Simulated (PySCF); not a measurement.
SMILES C(=Cc1ccsc1)c1ccccc1, singlet, GFN2-xTB optimised geometry.

```
23

C      0.51     0.42     0.00
C     -0.83     0.49     0.00
C     -1.60     1.71     0.00
C     -3.03     1.71     0.00
C     -3.56     2.95     0.00
S     -2.35     4.18     0.00
C     -1.11     2.99     0.00
C      1.31    -0.79     0.00
C      0.77    -2.08     0.00
C      1.59    -3.19     0.00
C      2.96    -3.05     0.00
C      3.52    -1.78     0.00
C      2.71    -0.67     0.00
H      1.08     1.34     0.00
H     -1.42    -0.41     0.00
H     -3.61     0.81     0.00
H     -4.59     3.24     0.00
H     -0.09     3.32     0.00
H     -0.30    -2.21     0.00
H      1.14    -4.18     0.00
H      3.60    -3.92     0.00
H      4.59    -1.66     0.00
H      3.15     0.32     0.00
```

Density from CAM-B3LYP/def2-SVP (PySCF 2.14.0) at that geometry.

Minimum of the electron density along straight lines between bonded atoms, close to the bond critical point (lines longer than 1.1 times the sum of covalent radii, or with two minima, are not listed):

```json
[
 {"bond": "C1–C2", "length / Å": "1.341", "ρ at the minimum / e bohr⁻³": "0.337", "∇²ρ there / e bohr⁻⁵": "-0.89", "position (fraction from the first atom)": "0.50"},
 {"bond": "C2–C3", "length / Å": "1.444", "ρ at the minimum / e bohr⁻³": "0.282", "∇²ρ there / e bohr⁻⁵": "-0.71", "position (fraction from the first atom)": "0.50"},
 {"bond": "C3–C4", "length / Å": "1.428", "ρ at the minimum / e bohr⁻³": "0.292", "∇²ρ there / e bohr⁻⁵": "-0.72", "position (fraction from the first atom)": "0.50"},
 {"bond": "C4–C5", "length / Å": "1.352", "ρ at the minimum / e bohr⁻³": "0.330", "∇²ρ there / e bohr⁻⁵": "-0.86", "position (fraction from the first atom)": "0.49"},
 {"bond": "C5–S6", "length / Å": "1.722", "ρ at the minimum / e bohr⁻³": "0.217", "∇²ρ there / e bohr⁻⁵": "-0.48", "position (fraction from the first atom)": "0.47"},
 {"bond": "C3–C7", "length / Å": "1.370", "ρ at the minimum / e bohr⁻³": "0.318", "∇²ρ there / e bohr⁻⁵": "-0.80", "position (fraction from the first atom)": "0.49"},
 {"bond": "S6–C7", "length / Å": "1.713", "ρ at the minimum / e bohr⁻³": "0.220", "∇²ρ there / e bohr⁻⁵": "-0.50", "position (fraction from the first atom)": "0.53"},
 {"bond": "C1–C8", "length / Å": "1.450", "ρ at the minimum / e bohr⁻³": "0.281", "∇²ρ there / e bohr⁻⁵": "-0.71", "position (fraction from the first atom)": "0.50"},
 {"bond": "C8–C9", "length / Å": "1.398", "ρ at the minimum / e bohr⁻³": "0.307", "∇²ρ there / e bohr⁻⁵": "-0.78", "position (fraction from the first atom)": "0.50"},
 {"bond": "C9–C10", "length / Å": "1.381", "ρ at the minimum / e bohr⁻³": "0.316", "∇²ρ there / e bohr⁻⁵": "-0.83", "position (fraction from the first atom)": "0.50"},
 {"bond": "C10–C11", "length / Å": "1.386", "ρ at the minimum / e bohr⁻³": "0.314", "∇²ρ there / e bohr⁻⁵": "-0.82", "position (fraction from the first atom)": "0.50"},
 {"bond": "C11–C12", "length / Å": "1.385", "ρ at the minimum / e bohr⁻³": "0.314", "∇²ρ there / e bohr⁻⁵": "-0.82", "position (fraction from the first atom)": "0.50"},
 {"bond": "C8–C13", "length / Å": "1.398", "ρ at the minimum / e bohr⁻³": "0.308", "∇²ρ there / e bohr⁻⁵": "-0.79", "position (fraction from the first atom)": "0.50"},
 {"bond": "C12–C13", "length / Å": "1.381", "ρ at the minimum / e bohr⁻³": "0.317", "∇²ρ there / e bohr⁻⁵": "-0.83", "position (fraction from the first atom)": "0.50"},
 {"bond": "C1–H14", "length / Å": "1.082", "ρ at the minimum / e bohr⁻³": "0.283", "∇²ρ there / e bohr⁻⁵": "-1.07", "position (fraction from the first atom)": "0.63"},
 {"bond": "C2–H15", "length / Å": "1.081", "ρ at the minimum / e bohr⁻³": "0.283", "∇²ρ there / e bohr⁻⁵": "-1.08", "position (fraction from the first atom)": "0.63"},
 {"bond": "C4–H16", "length / Å": "1.076", "ρ at the minimum / e bohr⁻³": "0.284", "∇²ρ there / e bohr⁻⁵": "-1.10", "position (fraction from the first atom)": "0.64"},
 {"bond": "C5–H17", "length / Å": "1.072", "ρ at the minimum / e bohr⁻³": "0.286", "∇²ρ there / e bohr⁻⁵": "-1.13", "position (fraction from the first atom)": "0.65"},
 {"bond": "C7–H18", "length / Å": "1.071", "ρ at the minimum / e bohr⁻³": "0.286", "∇²ρ there / e bohr⁻⁵": "-1.13", "position (fraction from the first atom)": "0.64"},
 {"bond": "C9–H19", "length / Å": "1.079", "ρ at the minimum / e bohr⁻³": "0.284", "∇²ρ there / e bohr⁻⁵": "-1.09", "position (fraction from the first atom)": "0.63"},
 {"bond": "C10–H20", "length / Å": "1.081", "ρ at the minimum / e bohr⁻³": "0.284", "∇²ρ there / e bohr⁻⁵": "-1.09", "position (fraction from the first atom)": "0.63"},
 {"bond": "C11–H21", "length / Å": "1.080", "ρ at the minimum / e bohr⁻³": "0.284", "∇²ρ there / e bohr⁻⁵": "-1.09", "position (fraction from the first atom)": "0.63"},
 {"bond": "C12–H22", "length / Å": "1.080", "ρ at the minimum / e bohr⁻³": "0.284", "∇²ρ there / e bohr⁻⁵": "-1.09", "position (fraction from the first atom)": "0.63"},
 {"bond": "C13–H23", "length / Å": "1.081", "ρ at the minimum / e bohr⁻³": "0.283", "∇²ρ there / e bohr⁻⁵": "-1.08", "position (fraction from the first atom)": "0.63"}
]
```
